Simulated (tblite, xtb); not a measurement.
bromine (Br$_{2}$), singlet, at a GFN2-xTB geometry. Base run: GFN1-xTB (xtb).

The xtb input:
```
$ xtb mol.xyz --gfn 1 --json

# file mol.xyz
2

Br    -0.00000000    -0.00000000    -1.14062493
Br     0.00000000     0.00000000     1.14062493
```

Programs used: tblite, xtb; a row that names a program was run with it.

The base run was repeated with changes; each row names its change, and settings that it needs were set with it.

| change | ΔE vs base (kcal/mol) | HOMO-LUMO gap (eV) | G_solv (kcal/mol) | SCF cycles |
|---|---|---|---|---|
| base | 0.000 | 2.84 | - | 4 |
| program = tblite; method = gfn1; option = (--efield, 0,0,0.1) | -0.118 | - | - | - |
| etemp = 1000 | 0.000 | 2.84 | - | 4 |
| alpb = methanol | -3.18 | 2.84 | -3.18 | 4 |
| program = tblite; method = gfn1; option = (--guess, eeq) | -0.008 | - | - | - |
| etemp = 3000 | -0.140 | 2.84 | - | 4 |
| program = tblite; method = gfn1 | -0.008 | - | - | - |
| file = coord | 0.000 | 2.84 | - | 4 |
| acc = 0.1 | 0.000 | 2.84 | - | 5 |
| gbsa = methanol | -3.25 | 2.84 | -3.25 | 4 |

ALPB and GBSA are two models with their own fitted parameters for each solvent, which aren't always the measured dielectric constant.
